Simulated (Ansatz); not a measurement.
`C[SiH2]CSS` + H–F → `FCSS` + `C[SiH3]`  (substitution at a C–Si bond)

Isolated molecules relaxed with PBE0-D4/def2-TZVP in Ansatz; ΔE leaves out vibrations. CCSD(T)/CBS adds triple-zeta CCSD(T) − MP2 to the extrapolated MP2 energy (def2 sets, frozen cores). This one scheme is used for every species. DFT in def2-TZVPP. Each species was taken in one conformer, which may not be the lowest.

`C[SiH2]CSS`:

Cartesian coordinates in Å:
```
C 0.226 -1.873 -0.043
Si -0.814 -0.379 0.370
C 0.285 1.049 0.920
S 1.465 1.579 -0.356
S 0.318 2.597 -1.693
H -0.397 -2.690 -0.412
H 0.764 -2.231 0.839
H 0.961 -1.627 -0.813
H -1.769 -0.691 1.472
H -1.607 0.046 -0.815
H -0.281 1.916 1.267
H 0.920 0.723 1.752
H -0.071 1.580 -2.488
```

H–F:

Cartesian coordinates in Å:
```
F -0.383 0.134 -0.216
H 0.383 -0.134 0.216
```

`FCSS`:

```xyz
7

F     0.678   -1.477    0.193
C    -0.515   -0.803    0.108
S    -0.442    0.594   -1.008
S     0.541    1.998    0.099
H    -1.271   -1.477   -0.305
H    -0.794   -0.466    1.107
H     1.804    1.630   -0.193
```

`C[SiH3]`:

Z-matrix (Å, degrees):
```
C
Si 1 1.871
H 1 1.092 2 110.8
H 1 1.092 2 110.8 3 -120.0
H 1 1.092 2 110.8 3 120.0
H 2 1.488 1 110.7 3 -179.9
H 2 1.488 1 110.7 3 -59.9
H 2 1.488 1 110.7 3 60.1
```

```json
{"level": "PBE0-D4", "ΔE (eV)": "0.81"}
{"level": "ωB97M-V", "ΔE (eV)": "0.76"}
{"level": "PBE", "ΔE (eV)": "0.65"}
{"level": "PBE0", "ΔE (eV)": "0.71"}
{"level": "MP2/def2-TZVPP", "ΔE (eV)": "0.97"}
{"level": "SCS-MP2/def2-TZVPP", "ΔE (eV)": "0.83"}
{"level": "CCSD(T)/def2-TZVPP", "ΔE (eV)": "0.83"}
{"level": "HF/CBS(def2)", "ΔE (eV)": "0.51"}
```

What does CCSD(T)/CBS give? (An estimate is asked.)

The calculation gave: +0.90 eV. The listed levels differ from it by -0.09, -0.14, -0.25, -0.19, 0.07, -0.07, -0.07, -0.39 eV.

Largest T1 diagnostic among the species: 0.012.

From PBE to PBE0 (25 % exact exchange), in def2-TZVPP and without D4, ΔE moves by +0.07 eV. The D4 term adds +0.17 eV with B3LYP and +0.10 eV with PBE0; it sums over pairs of atoms, weighted by their polarisabilities, and B3LYP, whose exchange is more repulsive, gets the larger term.

B3LYP here is the variant with VWN-RPA as its local correlation; programs differ in this.
